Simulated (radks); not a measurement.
Q: Bi13+, configuration [Xe] 4f14 5d2. All-electron calculation, non-relativistic Kohn-Sham, LB94 model potential, spin-polarised, spherical densities, point nucleus; open shells are filled with parallel spins first (spin-orbit coupling, left out, can overturn this in heavy ions); relativity is left out, which matters for an element this heavy. Program: a radial shooting solver on a logarithmic mesh with Libxc functionals. Some entries of the table are withheld. Estimate them.

orbital,occ.,eigenvalue (eV),<r^2> (bohr^2)
1s down,1,-81487.68,0.0004434
1s up,1,-81487.66,0.0004434
2s up,1,-14000.39,0.006863
2s down,1,-14000.22,0.006863
2p up,3,-13506.30,0.005051
2p down,3,-13506.21,0.005051
3s up,1,-3556.646,0.04204
3s down,1,-3556.584,0.04204
3p up,3,-3318.807,0.03857
3p down,3,-3318.700,0.03857
3d up,5,-2873.631,0.02950
3d down,5,-2873.401,0.02951
4s up,1,-992.9637,0.1978
4s down,1,-992.7629,0.1980
4p up,3,-887.7000,0.2010
4p down,3,-887.5135,0.2012
4d up,5,-692.8885,0.2062
4d down,5,-692.7381,0.2064
4f up,7,(1),0.2134
4f down,7,(2),0.2137
5s up,1,-360.1654,0.8559
5s down,1,-360.0068,0.8523
5p up,3,-321.4641,(3)
5p down,3,-321.1758,(4)
5d up,2,-254.5110,1.162
5d down,0,-253.9843,1.157

A: 
(1) 4f up eigenvalue (eV): -427.8318
(2) 4f down eigenvalue (eV): -427.7681
(3) 5p up <r^2> (bohr^2): 0.9397
(4) 5p down <r^2> (bohr^2): 0.9355
